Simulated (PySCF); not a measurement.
Compound: C₂H₆F₂OSi₃.
Geometry (GFN2-xTB, Å), atoms numbered from 1 in this order:
```
atom  x, y, z in Å
O1    -1.7036    0.3931   -1.7334
C2    -1.9277    0.1719   -0.5610
C3    -0.8758   -0.0521    0.4130
F4    -1.4260   -0.2795    1.6799
Si5    0.3765    1.4903    0.4427
Si6    2.0639   -0.0572   -0.0617
F7     2.8475    0.1897   -1.4600
Si8    0.2758   -1.5689   -0.1512
H9    -2.9617    0.1310   -0.1700
H10    0.2870    2.0585    1.7917
H11   -0.0809    2.5075   -0.5030
H12    3.2256   -0.2640    0.8055
H13   -0.2317   -2.1284   -1.4029
H14    0.1305   -2.5922    0.8883
```

Method: TDDFT B3LYP/def2-SVPD, vertical, gas phase, core orbitals frozen in the response in PySCF.

Ground-to-excited transition dipoles (e·a0, same axes as the geometry; the sign carries no meaning), for the states with f of 0.002 or more among the lowest 8:

```
state  E (eV)      μx      μy      μz
   S6   5.563  -0.876   0.074  -0.236
   S7   5.654   0.261  -0.051   0.226
   S8   5.852   0.010   0.346   0.066
```

(1) What oscillator strength does each state have?

(2) What is the point group, and which symmetry does each of these states have?

(3) Which bond between heavy atoms lies closest to the direction of the S6 transition dipole?

(4) What angle do the transition dipoles of S7 and S8 make?

(5) What peak molar absorption coefficient would the strongest computed level give as a lone Gaussian band 0.3 eV wide at half height?

Results:

(1) f = (2/3) ΔE |μ|² with ΔE in hartree (27.2114 eV).

```tsv
state	|μ|² (au)	|μ| (D)	f
S6	0.829	2.31	0.113
S7	0.122	0.89	0.017
S8	0.124	0.90	0.018
```

(2) Cs. Polarised normal to the mirror plane, so A″: S8. Polarised in the mirror plane, so A′: S6 and S7.

(3) C2–C3, at 28° from it; next Si6–Si8 and Si5–Si6 at 46°.

(4) |cos θ| = |μa·μb| / (|μa| |μb|) = 0.00, so θ ≈ 90° (taken between 0 and 90°, since the signs are arbitrary).

(5) ε(max) = 2.175×10⁸ f / FWHM, with the width in cm⁻¹. S6: 2.175×10⁸ × 0.1130 / 2420 ≈ 10000 L mol⁻¹ cm⁻¹.

One conformer stands for the species.
